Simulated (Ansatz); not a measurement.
The same path of BFH3N + H2O (9 atoms, charge 0, multiplicity 1) was run twice with different band settings. Lost on the way: B1–H2, O7–H9. Made: B1–O7, H2–H9.

Level of theory: RKS PBE0/6-31G* in Ansatz.

Relaxed end points:

```xyz
9
Properties=species:S:1:pos:R:3
B -0.084 -0.369 -0.303
H -0.305 -1.044 0.662
N 1.227 0.024 -0.621
H 2.031 -0.355 -0.145
H 1.447 0.523 -1.472
F -1.091 0.012 -1.088
O 0.199 2.126 1.462
H 0.755 1.650 0.827
H 0.216 1.563 2.246
```

```xyz
9
Properties=species:S:1:pos:R:3
B 0.112 0.604 -0.684
H -0.114 -0.061 3.266
N 1.392 0.114 -1.020
H 1.511 -0.541 -1.776
H 2.247 0.350 -0.546
F -0.940 0.181 -1.393
O -0.154 1.489 0.326
H 0.637 1.772 0.794
H -0.297 0.223 2.602
```

Common settings: spring 5.0 eV/Å²; optimiser quadratic models (default); start path through a guess of the saddle point; force threshold 0.05 eV/Å; iteration limit 60; end points relaxed.

| run | movable images | climbing image |
| --- | --- | --- |
| 1 | 7 | yes |
| 2 | 6 | no |

Q: What does each run give, and how far can it be trusted?

A: Run 1: converged after 33 iterations, highest image 1.416 eV above the first end. Neighbouring images differ by up to 1.6 eV, so the band resolves the path poorly. A vibrational analysis at the climbing image gives one clearly imaginary mode, 1404i cm⁻¹, and a faint second one (40i cm⁻¹) that may be numerical noise or a soft torsion: probably a first-order saddle point.
Run 2: converged after 57 iterations, highest image 0.117 eV above the first end. A structure lower than the first end lies on the path between it and the top, so the climb from that side starts below the end, which may itself be a saddle point or a shallow side well. No image climbed, so the highest image needn't sit at the top of the path. A band with more images between the same ends climbed to 1.42 eV, so this one has probably stepped over the top.
The orbitals stay closed-shell, which can raise the energy where a bond breaks towards radicals; this wasn't checked here.
